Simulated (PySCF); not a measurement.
**Relaxation of triplet CoH3**

Level of theory: PySCF, UBP86, basis Co def2-TZVP, H def2-TZVP (no relativity, density fitting). A (50,194) grid was used.

A start at or just off a symmetric point, pushed along the force that breaks its symmetry, of Cs symmetry, free to break it:

```xyz
4
charge 0 multiplicity 3, angstrom
Co   -0.0021    0.0000   -0.0206
H     1.4405   -0.0001    0.4076
H    -0.6590    1.3188    0.3998
H    -0.6591   -1.3187    0.3998
```

Problem. What forces act on the atoms at the start (eV/Å)?

Solution. 
```tsv
atom	Fx	Fy	Fz
Co1	-0.48	0.00	0.13
H2	-0.67	0.00	0.06
H3	0.57	0.60	-0.09
H4	0.57	-0.60	-0.09
```

Problem. What does it relax to?

Solution. It ends at Cs with Co–H 1.455 Å, Co–H 1.543 Å (×2); H–Co–H 95.7° (×2), H–Co–H 144.5° (after a last refinement on a finer grid). A frequency run shows 1 imaginary mode, down to 376i cm⁻¹, so it is a saddle point. Other isomers or separated fragments may lie lower.

Problem. How much energy is released, and in how many steps?

Solution. 32.6 kJ/mol in 6 steps.

Open d and f shells are described by one determinant, and the ground state may have another occupation or spin.

The relaxation took roughly 23 core-seconds on a shared host.
